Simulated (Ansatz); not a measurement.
`F[Si]O[SiH3]` + H₂ → `[SiH]O[SiH3]` + H–F at 500 K and 1 bar (hydrogenolysis of the Si–F bond).

Computed with Ansatz on PBE0-D4/def2-TZVP structures; ΔE is electronic, products minus reactants. CCSD(T)/CBS is the MP2 limit (def2-TZVPP, def2-QZVPP) plus CCSD(T) − MP2 in def2-TZVPP, frozen cores. This one scheme is used for every species. One conformer a species, not always the lowest.

```tsv
species	CCSD(T)/CBS energy (Eh)	H − E (kJ/mol)	S (J/(mol·K))
`F[Si]O[SiH3]`	-755.04483	122.9	392.2
H₂	-1.17544	41.0	145.5
`[SiH]O[SiH3]`	-655.75389	130.2	352.5
H–F	-100.39570	39.4	188.7
```

H − E and S are ideal-gas, rigid-rotor, harmonic terms from PBE0-D4/def2-TZVP, for one conformer and one mirror image of each species. The MP2-based limit puts H₂ 0.8 mEh under its directly extrapolated value; such offsets cancel only in part. 1 Eh = 2625.50 kJ/mol, R = 8.31446 J/(mol·K).

Q: By hand: ΔE, ΔH, ΔS and ΔG.

A: ΔE = (-655.75389) + (-100.39570) − (-755.04483) − (-1.17544) = 0.07068 Eh = 185.6 kJ/mol. Δ(H − E) = 130.2 + 39.4 − 122.9 − 41.0 = 5.7, so ΔH = 191.3 kJ/mol. ΔS = 352.5 + 188.7 − 392.2 − 145.5 = 3.5 J/(mol·K). ΔG = 191.3 − 500 × (3.5)/1000 = 189.6 kJ/mol.

Q: By hand: the equilibrium constant, and the temperature at which ΔG would vanish if ΔH and ΔS stayed fixed.

A: log₁₀ K = −ΔG/(RT ln 10) = -19.8. ΔG = 0 at ΔH/ΔS = 54657 K, far beyond where these terms or the molecules hold.

The number of gas molecules stays the same, so ΔS is small and ΔH decides. A doubt of 5 kJ/mol in ΔE shifts log₁₀ K by 0.5 here. Other conformers and mirror images would add mixing entropy, several J/(mol·K) or more a flexible species. Modes under 60 cm⁻¹, often nearly free rotors, make the harmonic entropy too high. These are equilibria of isolated gas molecules and say nothing of rates. Largest T1 diagnostic: 0.014 (customary marks: 0.02 for closed shells, 0.045 for open ones).
